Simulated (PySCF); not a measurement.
Isomers of C6H13OP, from PBE0-D3(BJ)/def2-SVP geometry optimisation, gas phase in PySCF. One conformer each, no zero-point energy, no frequencies.

Problem. Which is lower in electronic energy at this level?
A. `[CH3:1][C@@H:2]1[CH2:3][CH2:4][CH2:5][CH2:6][P@H:7]1=[O:8]` with C1–C2–C3–C4 178°, C2–C3–C4–C5 62°, C3–C4–C5–C6 -61°, C4–C5–C6–P7 57°: A = 2227, B = 1692, C = 1041 MHz, dipole 4.34 D
B. `[CH3:1][C@@H:2]1[CH2:3][CH2:4][P@@H:5](=[O:6])[C@@H:7]1[CH3:8]` with C1–C2–C3–C4 -177°, C2–C3–C4–P5 33°, C3–C4–P5–O6 -133°, C4–P5–C7–C8 105°: A = 2621, B = 1357, C = 1114 MHz, dipole 4.30 D

Solution. A. That is `C1[P@@H](=O)[C@@H](CCC1)C`, 5.8 kcal/mol below the other.

```csv
SMILES,mapped SMILES,E (Eh),relative (kcal/mol),relative (kJ/mol),dipole (D)
C[C@@H]1CCCC[P@H]1=O,[CH3:1][C@@H:2]1[CH2:3][CH2:4][CH2:5][CH2:6][P@H:7]1=[O:8],-652.26290,0.0,0.0,4.34
C[C@@H]1CC[P@@H](=O)[C@@H]1C,[CH3:1][C@@H:2]1[CH2:3][CH2:4][P@@H:5](=[O:6])[C@@H:7]1[CH3:8],-652.25359,5.8,24.4,4.30
```
